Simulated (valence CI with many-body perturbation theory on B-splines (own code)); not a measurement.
Results of a calculation; reference values are marked as such.
# Tb LIX in three bases

Method: relativistic CI+MBPT: five valence electrons over a frozen Dirac-Fock core [He], a basis of 9 s, 9 p, 8 d, 6 f, 3 g, 1 h functions for each j, with the one-electron correlation potential Σ1 (screened to all orders), the two-electron term Σ2, the three-electron term Σ3, Breit, model QED; selected single and double excitations, second order for the rest, scaled by the run's own slope (own B-spline code, finite nucleus).

The last digits are not significant, and no measured levels were compared; by estimate large intervals hold to a few tenths of a per cent, small ones and those within an open d or f shell to about a per cent. Among the levels kept, up to 4000 cm⁻¹ of a level comes from second order outside the variational space, and about a tenth of that is noise between levels of different J, which matters for small intervals.

The reference run has the lowest level (2s^2 2p1/2^2 2p3/2) J=3/2 and an ionisation energy of 12563.8 eV. Its largest variational space holds 19999 state functions.

Levels are named by their leading jj configuration (3d3/2^4 stands for four electrons in 3d with j = 3/2), which in mixed levels can hold well under half, so a name can repeat and another be missing. Letters in brackets count levels of one name in rising energy.

Changed runs:
A. basis 6 s, 6 p, 5 d, 3 f, 1 g
B. basis 5 s, 5 p, 4 d, 2 f

Excitation energies of the reference run in cm⁻¹, and shifts in cm⁻¹:

| Level | Reference | A | B |
| --- | --- | --- | --- |
| (2s^2 2p1/2 2p3/2^2) J=3/2 | 6127390 | +12 | -256 |
| (2s^2 2p1/2 2p3/2^2) J=5/2 | 6307370 | +183 | +202 |
| (2s^2 2p1/2 2p3/2^2) J=1/2 | 6648540 | +74 | +203 |
| (2s 2p1/2^2 2p3/2^2) J=5/2 | 8418770 | -22 | -283 |
| (2s 2p1/2^2 2p3/2^2) J=1/2 | 9134460 | -32 | +56 |
| (2s 2p1/2^2 2p3/2^2) J=3/2 | 9145960 | +100 | +238 |
| (2s^2 2p3/2^3) J=3/2 | 12789200 | +105 | +6.4 |
| (2s 2p1/2 2p3/2^3) J=3/2 [a] | 14736600 | -73 | -453 |
| (2s 2p1/2 2p3/2^3) J=5/2 | 15043000 | +167 | +108 |
| (2s 2p1/2 2p3/2^3) J=1/2 | 15457900 | +83 | +53 |
| (2s 2p1/2 2p3/2^3) J=3/2 [b] | 15536100 | +201 | +364 |
| (2p1/2^2 2p3/2^3) J=3/2 | 18065500 | -23 | +21 |
| Ionisation energy (eV) | 12563.8 | -0.015 | -0.11 |
